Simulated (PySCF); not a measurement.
Run record: excited-state job, `FB(F)[SiH2]C(F)=C(F)F`.

Computed with TDDFT CAM-B3LYP/def2-SVPD, vertical, gas phase, core orbitals frozen in the response (PySCF 2.14.0, density-fitted response routines). Geometry: GFN2-xTB. The input is one job of a driver script: a line of settings, then coordinates in Å.

Command:
```bash
OMP_NUM_THREADS=1 python probes_run.py task.json out
```

Input:
```
{"job": {"kind": "uv", "xc": "CAM-B3LYP", "basis": "def2-SVPD", "nstates": 8, "ntriplets": 3}, "charge": 0, "multiplicity": 1}
F      2.473484    -1.067389     1.523092
B      1.680540    -0.869012     0.491579
F      1.596775    -1.920374    -0.294155
Si     0.779051     0.867364     0.135151
C     -0.964814     0.572050    -0.588363
F     -1.406949     1.443157    -1.516551
C     -1.767028    -0.418567    -0.228959
F     -2.984647    -0.695979    -0.665176
F     -1.392659    -1.308134     0.691414
H      1.420670     1.692043    -0.895900
H      0.571002     1.707513     1.321905
```

Output:
```
coarse grid: 11552 points
cycle   1  E = -890.0832002572  dE =  1.294e+00  |g| = 9.484e-01  |ddm| = 4.316e+00
cycle   2  E = -890.0043836148  dE =  7.882e-02  |g| = 1.245e+00  |ddm| = 1.871e+00
cycle   3  E = -890.2538165583  dE = -2.494e-01  |g| = 7.393e-02  |ddm| = 9.831e-01
cycle   4  E = -890.2546156699  dE = -7.991e-04  |g| = 3.703e-02  |ddm| = 1.125e-01
cycle   5  E = -890.2548257845  dE = -2.101e-04  |g| = 1.396e-02  |ddm| = 4.095e-02
cycle   6  E = -890.2548590224  dE = -3.324e-05  |g| = 1.879e-03  |ddm| = 1.501e-02
cycle   7  E = -890.2548600002  dE = -9.778e-07  |g| = 6.983e-04  |ddm| = 4.752e-03
final grid: 114320 points
cycle   8  E = -890.3675911935  dE = -4.234e-05  |g| = 4.270e-03  |ddm| = 5.792e-02
cycle   9  E = -890.3675898035  dE =  1.390e-06  |g| = 5.281e-03  |ddm| = 7.155e-03
cycle  10  E = -890.3675941120  dE = -4.308e-06  |g| = 2.528e-04  |ddm| = 3.517e-03
cycle  11  E = -890.3675941231  dE = -1.110e-08  |g| = 1.188e-04  |ddm| = 5.388e-04
cycle  12  E = -890.3675941260  dE = -2.903e-09  |g| = 3.864e-05  |ddm| = 1.604e-04
cycle  13  E = -890.3675941262  dE = -2.317e-10  |g| = 7.642e-06  |ddm| = 3.315e-05
converged SCF energy = -890.3675941262

Static polarisability (au): isotropic 66.002, principal 53.821 67.534 76.649

Singlet excitations
state   eV       nm        f      main configurations
  1   5.7074    217.2   0.00197   H->L 0.96
  2   6.4029    193.6   0.00691   H->L+3 0.44, H->L+1 0.33
  3   7.0162    176.7   0.01115   H-1->L 0.80
  4   7.0619    175.6   0.25846   H->L+1 0.57, H->L+3 0.20
  5   7.2647    170.7   0.05893   H->L+2 0.73, H->L+6 0.13
  6   7.7947    159.1   0.03274   H-2->L 0.33, H->L+5 0.19, H->L+4 0.17
  7   7.9735    155.5   0.00397   H-2->L 0.33, H-3->L 0.18, H->L+4 0.13
  8   8.1890    151.4   0.01674   H->L+5 0.56, H->L+4 0.16, H->L+2 0.09

Triplet excitations (Tamm-Dancoff, eV): 4.3046 5.3577 5.8885
```

The SCF starts on a coarse grid where the log names one; the energy can jump when the final grid takes over, and dE then counts from the start density on the new grid. H and L stand for HOMO and LUMO; the number after each pair is its weight.

Q: How does the lowest singlet excitation compare with the HOMO–LUMO gap?

A: HOMO -9.26 eV and LUMO -0.60 eV give a gap of 8.66 eV; S1 at 5.71 eV lies 2.95 eV below it.

Q: Which computed singlet has the largest oscillator strength, and what do all of them sum to?

A: State 4 at 7.06 eV (176 nm), f = 0.258; the 8 states sum to 0.391.

Main results: HOMO -9.26 eV, LUMO -0.60 eV; lowest singlet 5.71 eV; lowest triplet 4.30 eV (Tamm–Dancoff); mean polarisability 66.0 au.

Time: 89 s; peak memory 0.96 GiB. Hardware: an Arm Neoverse N1 with one thread (shared host).

One conformer stands for the species.
Labels such as C1 count atoms from 1, the log's own numbers from 0.
